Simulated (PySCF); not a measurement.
Dipole response of Be (beryllium, neutral)

[He] 2s2, closed-shell 1S. Computed with PySCF 2.14 in ANO-RCC-VTZP (4s3p2d1f, 30 functions), with scalar relativity by spin-free X2C-1e. Coupled (time-dependent) response in atomic units; α is the mean over directions. The basis has no added diffuse functions, which lowers α and C₆.

```
 method  mean α (bohr³)  C₆ (like pair)  S(−4)
    UHF           43.87           261.2   1351
    PBE           41.34           238.9   1200
   PBE0           41.87           244.3   1223
r2SCANh           43.34           269.6   1195
   BP86           42.21           247.7   1239
```

S(−4) is the Cauchy moment in α(ω) = α(0) + S(−4) ω² + …

Reference α: 37.74 ± 0.03 bohr³ (recommended; Schwerdtfeger and Nagle, table of static dipole polarizabilities (2023 update)). Published C₆: 227.0 (Chu and Dalgarno (2004); Tang, Norbeck and Certain (1976)).

Hartree-Fock lies above the reference because it lacks correlation, which contracts the outer shell.

α(iu) at UHF:

```csv
u (hartree),α(iu) (bohr³)
0,43.87
0.0500,40.74
0.100,33.55
0.200,19.72
0.300,11.72
0.500,5.139
0.750,2.478
1.00,1.455
1.50,0.6900
2.00,0.4137
3.00,0.2105
5.00,0.09750
```
